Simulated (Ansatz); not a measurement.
C2H8BN. Charge 0, multiplicity 1. The bonds changed during the relaxation, so this is another structure than the one it started from. The structure was optimised at the PBE0-D4/def2-TZVP level. It is one conformer, not always the lowest.

```xyz
12

B    -0.798   -1.229   -1.312
C    -0.013   -0.081   -0.635
N     0.039    0.127    0.645
C     0.755    1.174    1.340
H    -1.542   -0.691   -2.119
H    -1.371   -1.917   -0.485
H     0.566    0.649   -1.208
H     0.029   -1.836   -1.979
H    -0.487   -0.531    1.208
H     1.268    1.798    0.610
H     1.491    0.744    2.022
H     0.062    1.792    1.914
```

Q: What is the dipole moment at r2SCAN/def2-TZVPP? (Best estimate.)

A: Computed: 6.47 D, with components (2.55, 3.96, 4.43) D in this frame, pointing from negative to positive charge.

Q: And with PBE, B3LYP, ωB97M-V? (An estimate is asked.)

A: Computed: PBE 6.36 D, B3LYP 6.59 D, ωB97M-V 6.77 D.

Q: Give the Mulliken charges with r2SCAN, ωB97M-V, PBE in def2-TZVPP. (Estimate.)

A: Ansatz gave: 
| atom | r2SCAN | ωB97M-V | PBE |
| --- | --- | --- | --- |
| B1 | -0.22 | -0.51 | -0.32 |
| C2 | 0.05 | 0.09 | 0.03 |
| N3 | -0.09 | -0.06 | -0.04 |
| C4 | -0.04 | -0.21 | -0.17 |
| H5 | -0.05 | 0.02 | -0.02 |
| H6 | -0.09 | -0.02 | -0.07 |
| H7 | 0.07 | 0.11 | 0.09 |
| H8 | -0.05 | 0.02 | -0.02 |
| H9 | 0.19 | 0.16 | 0.18 |
| H10 | 0.06 | 0.11 | 0.10 |
| H11 | 0.08 | 0.14 | 0.12 |
| H12 | 0.08 | 0.14 | 0.12 |

B3LYP here is the variant with VWN-RPA as its local correlation; programs differ in this.
